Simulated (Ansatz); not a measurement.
Calculation: frozen-core CCSD(T)/cc-pVTZ // PBE-D3(BJ)/def2-SVP (Ansatz, an electronic-structure program).

Ansatz 0.2 input:
```yaml
crystal:
  periodic: [false, false, false]
  atoms:
    - { symbol: Ga, position_ang: [-0.131468, 0.077819, -0.016664] }
    - { symbol: Cl, position_ang: [0.496949, 1.568585, -1.476422] }
    - { symbol: Cl, position_ang: [-0.428253, 0.759109, 2.031712] }
    - { symbol: Cl, position_ang: [-1.429121, -1.521557, -0.728173] }
    - { symbol: N, position_ang: [1.655862, -0.981276, 0.21023] }
    - { symbol: H, position_ang: [2.387764, -0.569076, -0.386325] }
    - { symbol: H, position_ang: [1.518823, -1.965817, -0.060636] }
    - { symbol: H, position_ang: [1.964939, -0.944541, 1.192365] }
basis:
  gaussian: { orbitals: cc-pVTZ }
correlation:
  method: ccsd_t
```

Output:

```
Functional definition: HF
1304 factors; integrals over basis functions are off by at most 1.1e-3 eV
mean field evaluation 1: about -91381.6342 eV, gradient 3.0e1 eV
mean field evaluation 2: about -91381.7031 eV, gradient 3.0e1 eV
mean field evaluation 4: about -91383.9330 eV, gradient 2.8e0 eV
mean field evaluation 8: about -91383.9629 eV, gradient 1.6e-1 eV
mean field evaluation 16: about -91383.4668 eV, gradient 1.4e1 eV
mean field -91383.96303045 eV, -3358.2986990941 hartree, gradient 2.9e-6 eV, S^2 0.000000; 0 other end points of the search recorded, 0 dependent functions left out
25 core orbitals not correlated
reference -91383.96303045 eV, -3358.2986990941 hartree; 21, 21 occupied and 171, 171 virtual orbitals, 1304 factors
second order -25.76082070 eV of doubles, -0.00000000 eV of singles
cycle   1  -26.55449653 eV  change   -7.9e-1 eV  update   9.8e-2
cycle   2  -27.13649930 eV  change   -5.8e-1 eV  update   2.6e-2
cycle   3  -27.23123710 eV  change   -9.5e-2 eV  update   1.2e-2
cycle   4  -27.22239361 eV  change    8.8e-3 eV  update   2.5e-3
cycle   5  -27.22214964 eV  change    2.4e-4 eV  update   8.7e-4
cycle   6  -27.22215850 eV  change   -8.9e-6 eV  update   2.2e-4
cycle   7  -27.22209317 eV  change    6.5e-5 eV  update   8.0e-5
cycle   8  -27.22211000 eV  change   -1.7e-5 eV  update   2.6e-5
perturbative correction -1.15458421 eV, -0.0424301870 hartree
Total energy: -91412.33972466 eV, -3359.3415233719 hartree
```

Cost: roughly 5 core-minutes.
